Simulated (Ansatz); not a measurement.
C$_{4}$H$_{10}$O$_{2}$, singlet, geometry from GFN2-xTB; CCSD(T)/STO-3G run with Ansatz (a quantum-chemistry and plane-wave program).

Here is a job for Ansatz.
Ansatz 0.2 input:
```yaml
crystal:
  periodic: [false, false, false]
  atoms:
    - {symbol: C, position_ang: [2.54950472, 0.54334797, -0.24605806]}
    - {symbol: O, position_ang: [1.38345909, -0.09997987, 0.19559518]}
    - {symbol: C, position_ang: [0.23988357, 0.24045846, -0.55972664]}
    - {symbol: C, position_ang: [-0.95499430, -0.50342354, 0.04806535]}
    - {symbol: C, position_ang: [-2.24478646, -0.19004403, -0.69843881]}
    - {symbol: O, position_ang: [-1.11983341, -0.13106068, 1.39642165]}
    - {symbol: H, position_ang: [2.45241018, 1.63403526, -0.17660422]}
    - {symbol: H, position_ang: [3.35582024, 0.20771282, 0.40294336]}
    - {symbol: H, position_ang: [2.78045923, 0.27681584, -1.28466438]}
    - {symbol: H, position_ang: [0.06530137, 1.32623464, -0.51216537]}
    - {symbol: H, position_ang: [0.37389487, -0.04723821, -1.61269568]}
    - {symbol: H, position_ang: [-0.74305430, -1.58420892, -0.01046806]}
    - {symbol: H, position_ang: [-2.44188471, 0.87797047, -0.66031259]}
    - {symbol: H, position_ang: [-2.17127461, -0.50778994, -1.73444189]}
    - {symbol: H, position_ang: [-3.06987896, -0.70923108, -0.22025609]}
    - {symbol: H, position_ang: [-0.24844409, -0.16800953, 1.80947925]}
basis:
  gaussian:
    orbitals: STO-3G
magnetization: {spin_polarized: false}
correlation: {method: ccsd_t}
```

### Question
Write the output that Ansatz gives for this input, abridged.

### Answer

```
Functional definition: HF
576 factors; integrals over basis functions are off by at most 3.8e-5 eV
mean field evaluation 1: about -8245.0378 eV, gradient 2.9e1 eV
mean field evaluation 2: about -8245.4691 eV, gradient 2.9e1 eV
mean field evaluation 4: about -8248.4354 eV, gradient 1.7e0 eV
mean field evaluation 8: about -8248.4461 eV, gradient 1.2e-5 eV
mean field evaluation 16: about -8248.4453 eV, gradient 3.9e-1 eV
mean field -8248.44606126 eV, -303.1248017537 hartree, gradient 1.1e-6 eV, S^2 0.000000; 0 other end points of the search recorded, 0 dependent functions left out
6 core orbitals not correlated
reference -8248.44606126 eV, -303.1248017537 hartree; 19, 19 occupied and 15, 15 virtual orbitals, 576 factors
second order -7.38968530 eV of doubles, -0.00000000 eV of singles
cycle   1  -8.96641094 eV  change    -1.6e0 eV  update   9.0e-2
cycle   2  -9.66374070 eV  change   -7.0e-1 eV  update   3.2e-2
cycle   3  -9.72593995 eV  change   -6.2e-2 eV  update   7.3e-3
cycle   4  -9.73387345 eV  change   -7.9e-3 eV  update   2.5e-3
cycle   5  -9.73381886 eV  change    5.5e-5 eV  update   5.8e-4
cycle   6  -9.73374927 eV  change    7.0e-5 eV  update   1.7e-4
cycle   7  -9.73369446 eV  change    5.5e-5 eV  update   5.5e-5
cycle   8  -9.73368651 eV  change    8.0e-6 eV  update   1.8e-5
perturbative correction -0.09099989 eV, -0.0033441842 hartree
Total energy: -8258.27074765 eV, -303.4858523194 hartree
```
